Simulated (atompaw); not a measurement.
## Cutoff test, Ce, PAW (atompaw)

atompaw 4.2.0.5 input, output lines left out:

```
Ce 58
GGA-PBE scalarrelativistic loggrid 2001 logderivrange -5 5 251
6 6 5 4 0 0
6 0 1
6 1 0
5 2 2
4 3 1
0 0 0
c
c
c
c
v
v
c
c
c
v
v
c
c
v
v
3
3.00 2.30 2.10 1.65
n
n
y
4.85
n
y
0.15
n
bloechl sinc
bessel
```

The pseudo-atom Hamiltonian at the reference potential is diagonalised in spherical Bessel functions j_l(qr) that vanish at 20 bohr, with q² up to the cutoff. All-electron valence levels (Ry): 5s -2.8661, 6s -0.2348, 5p -1.5986, 6p -0.0774, 5d -0.1552, 4f -0.2783.

Question: How do the lowest levels (Ry) of each channel move with the cutoff, and are there ghosts?

Answer:

| cutoff (Ry) | s #1 | s #2 | p #1 | p #2 | p #3 | d #1 | f #1 | f #2 | Σ f·Δε (mRy) |
| --- | --- | --- | --- | --- | --- | --- | --- | --- | --- |
| 8 | -2.8597 | -0.2344 | -1.5580 | -0.0731 | 0.0497 | -0.1402 | -0.0717 | 0.0889 | 493.4 |
| 10 | -2.8650 | -0.2348 | -1.5859 | -0.0758 | 0.0485 | -0.1502 | -0.1662 | 0.0885 | 201.0 |
| 12 | -2.8660 | -0.2348 | -1.5955 | -0.0769 | 0.0480 | -0.1539 | -0.2180 | 0.0884 | 81.7 |
| 15 | -2.8661 | -0.2348 | -1.5984 | -0.0773 | 0.0478 | -0.1550 | -0.2549 | 0.0883 | 25.2 |
| 18 | -2.8661 | -0.2348 | -1.5986 | -0.0773 | 0.0478 | -0.1552 | -0.2665 | 0.0882 | 12.0 |
| 21 | -2.8661 | -0.2348 | -1.5986 | -0.0773 | 0.0478 | -0.1552 | -0.2727 | 0.0882 | 5.6 |
| 25 | -2.8661 | -0.2348 | -1.5986 | -0.0773 | 0.0478 | -0.1552 | -0.2768 | 0.0882 | 1.5 |
| 30 | -2.8661 | -0.2348 | -1.5986 | -0.0773 | 0.0478 | -0.1552 | -0.2780 | 0.0882 | 0.3 |
| 35 | -2.8661 | -0.2348 | -1.5986 | -0.0773 | 0.0478 | -0.1552 | -0.2782 | 0.0881 | 0.1 |
| 40 | -2.8661 | -0.2348 | -1.5986 | -0.0773 | 0.0478 | -0.1552 | -0.2783 | 0.0881 | 0.0 |
| 400 | -2.8661 | -0.2348 | -1.5986 | -0.0773 | 0.0478 | -0.1552 | -0.2783 | 0.0881 | 0.0 |

Result: no extra level below or beside the all-electron valence levels (s, p, d, f tested); 10 mRy is reached at 21 Ry and 1 mRy at 30 Ry.
